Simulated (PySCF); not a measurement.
Ligand exchange on a metal centre used in film growth or etching (Ti OH-H). Gas-phase values, no solvent. One relaxed conformer stands for each flexible species; it need not be the lowest.

These are PySCF 2.14.0 with PBE-D3(BJ)/def2-TZVP // r2SCAN-D4/def2-SVP values and carry that method's errors. 

```tsv
species	LUMO (eV)	mean distance from the central atom to its bonded neighbours (Å)
0 of 4 OH replaced by H ([Ti(OH)4])	-2.08	1.798
1 of 4 OH replaced by H	(withheld)	1.760
2 of 4 OH replaced by H	(withheld)	1.728
3 of 4 OH replaced by H ([Ti(OH)(H)3])	-3.50	1.708
4 of 4 OH replaced by H ([Ti(H)4])	-4.29	1.692
```

### Question
Some entries are withheld; supply them.

### Answer

- 1 of 4 OH replaced by H, LUMO (eV): -2.31
- 2 of 4 OH replaced by H, LUMO (eV): -3.07
